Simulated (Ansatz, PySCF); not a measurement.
The PySCF input:
```python
from pyscf import gto, scf, dft

mol = gto.M(
    atom='''
O     0.253309    0.185265    1.342228
C     0.029683    0.074760    0.137911
C    -0.050627    1.204155   -0.721500
C    -0.176417   -1.273658   -0.516814
H    -0.094675   -2.061920    0.225998
H    -0.246583    1.097264   -1.773129
H     0.086963    2.191279   -0.316161
H     0.572085   -1.426964   -1.291670
H    -1.160096   -1.313318   -0.980454
''',
    basis='sto-3g',
    charge=0,
    spin=1,
    verbose=4,
)

mf = dft.UKS(mol)
mf.xc = 'revpbe'
mf.grids.atom_grid = (99, 590)
mf.grids.prune = None
mf.kernel()
```

Task: Give the equivalent Ansatz (an electronic-structure program) input.

Result: Several could match; the one computed here: 
Ansatz 0.2 input:
```yaml
crystal:
  periodic: [false, false, false]
  atoms:
    - {symbol: O, position_ang: [0.25330919, 0.18526487, 1.34222846]}
    - {symbol: C, position_ang: [0.02968304, 0.07476025, 0.13791137]}
    - {symbol: C, position_ang: [-0.05062688, 1.20415478, -0.72149975]}
    - {symbol: C, position_ang: [-0.17641726, -1.27365849, -0.51681359]}
    - {symbol: H, position_ang: [-0.09467523, -2.06191954, 0.22599761]}
    - {symbol: H, position_ang: [-0.24658293, 1.09726434, -1.77312897]}
    - {symbol: H, position_ang: [0.08696299, 2.19127942, -0.31616080]}
    - {symbol: H, position_ang: [0.57208467, -1.42696415, -1.29166979]}
    - {symbol: H, position_ang: [-1.16009640, -1.31331826, -0.98045393]}
basis:
  gaussian:
    orbitals: STO-3G
hamiltonian:
  xc: revpbe
magnetization: {spin_polarized: true, initial_magnetization: 1}
accuracy: high
```

Both were run: PySCF gave -189.965234 Eh and Ansatz -189.965233 Eh, 0.000 mEh apart.
